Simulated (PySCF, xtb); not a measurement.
Nb(OH)4 (H4NbO4), SMILES [OH][Nb]([OH])([OH])[OH] (connectivity only; charge and spin as stated), neutral, multiplicity 2. The values are those of a single conformer.

Harmonic wavenumbers (cm⁻¹) from GFN2-xTB (xtb) at its own minimum, in rising order: 65, 142, 145, 165, 247, 303, 341, 365, 368, 494, 495, 496, 501, 529, 547, 568, 573, 3576, 3578, 3586, 3593.

What does B3LYP-D3(BJ)/def2-SVP (PySCF) give at its own minimum? (An estimate is asked for; the answer gives what the named calculation found.)

138, 160, 177, 185, 233, 285, 285, 329, 338, 495, 514, 517, 561, 696, 698, 703, 729, 3873, 3873, 3874, 3879. Paired by order, the mean absolute difference is 104 cm⁻¹ and the zero-point energies are 29.6 and 32.2 kcal/mol.
